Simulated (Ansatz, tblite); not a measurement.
Cost and result up the ladder for the cluster LaCu₄ (the lowest doublet isomer of a short search) (5 atoms). Total charge 0; doublet. Geometry: r2SCAN-D4/def2-SVP.

```xyz
5

La    0.9569    1.3996    0.5769
Cu   -0.0403   -1.1913    0.7906
Cu    1.4437   -0.8278   -0.9995
Cu   -1.6548    0.5191    0.8722
Cu   -0.7054    0.1005   -1.2402
```

Ansatz on 2 threads of AMD EPYC 7R13 on a shared host; xTB runs through tblite on one thread. Times are rough, summed over both states, and most runs start from the orbitals of an earlier one. No level here is sound enough to serve as a yardstick. The other state is a singlet.

In the def2 sets La takes a core potential; there is no spin–orbit coupling. The xTB rows come from tblite. The structure comes from a short search, and lower isomers may exist.

Raw xTB energies of ions are shifted by several eV, and xTB has no spin-polarisation term.

| level | functions | wall time | vertical IE (eV) | remarks |
| --- | --- | --- | --- | --- |
| GFN2-xTB | 45 | 0.022 s | 10.36 | – |
| GFN1-xTB | 45 | 0.026 s | 12.40 | – |
| PBE-D4/def2-TZVP | 220 | 26 s | 5.63 | restricted singlet, untested (+1 singlet) |
| PBE0-D4/def2-TZVP | 220 | 55 s | 5.48 | restricted singlet, untested (+1 singlet) |
| r2SCAN-D4/def2-TZVP (with forces) | 220 | 64 s | 5.59 | restricted singlet, untested (+1 singlet) |
